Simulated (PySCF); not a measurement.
(2S)-2-fluorobutane (C₄H₉F), SMILES CC[C@H](C)F. Atoms are numbered in the order given.

```xyz
14

C      1.5332    -1.2015    -0.6073
C      0.6823     0.0471    -0.7698
C     -0.1827     0.3725     0.4343
C     -1.2686    -0.6368     0.7265
F     -0.7820     1.6007     0.2079
H      2.1905    -1.3453    -1.4772
H      0.9197    -2.1102    -0.5084
H      2.1773    -1.1365     0.2847
H      1.3255     0.9233    -0.9524
H      0.0244    -0.0431    -1.6512
H      0.4642     0.4913     1.3247
H     -0.8421    -1.6124     1.0011
H     -1.8937    -0.2889     1.5613
H     -1.9130    -0.7723    -0.1560
```
Charge 0, spin multiplicity 1.

Geometry: PBE0-D3(BJ)/def2-SVP. One conformer was computed; it need not be the lowest.

Method: PBE0-D3(BJ)/def2-SVP run with PySCF.

Frequencies are harmonic and unscaled.

Computed normal modes with their intensities:
```tsv
mode	ν (cm⁻¹)	IR (km/mol)	moving atoms (share of kinetic energy)
1	102	0.6	H 49 %, C 41 %, F 9 %
2	220	0.1	H 95 %
3	253	1.0	H 50 %, C 44 %
4	256	0.6	H 67 %, C 23 %, F 11 %
5	393	3.2	C 38 %, H 33 %, F 28 %
6	431	3.8	C 46 %, H 33 %, F 21 %
7	496	4.6	C 41 %, H 31 %, F 28 %
8	788	4.6	H 79 %, C 20 %
9	840	2.3	H 53 %, C 43 %
10	931	10.2	H 58 %, C 30 %, F 11 %
11	966	4.6	H 84 %, C 15 %
12	1014	20.1	H 57 %, C 35 %
13	1083	10.1	C 64 %, H 32 %
14	1157	65.3	C 52 %, H 34 %, F 14 %
15	1178	6.4	H 50 %, C 49 %
16	1192	8.0	C 52 %, H 47 %
17	1273	2.4	H 79 %, C 20 %
18	1321	1.3	H 77 %, C 22 %
19	1364	1.6	H 81 %, C 19 %
20	1392	18.5	H 78 %, C 22 %
21	1407	2.6	H 64 %, C 36 %
22	1415	33.1	H 59 %, C 40 %
23	1456	4.7	H 95 %
24	1460	2.1	H 90 %, C 10 %
25	1471	9.3	H 96 %
26	1476	2.1	H 96 %
27	1485	9.1	H 89 %, C 11 %
28	3038	30.2	H 92 %
29	3056	18.3	H 97 %
30	3063	22.8	H 95 %
31	3064	9.7	H 96 %
32	3116	7.8	H 90 %, C 10 %
33	3146	29.2	H 91 %, C 9 %
34	3157	18.3	H 91 %, C 9 %
35	3163	16.2	H 90 %, C 10 %
36	3172	10.4	H 91 %, C 9 %
```
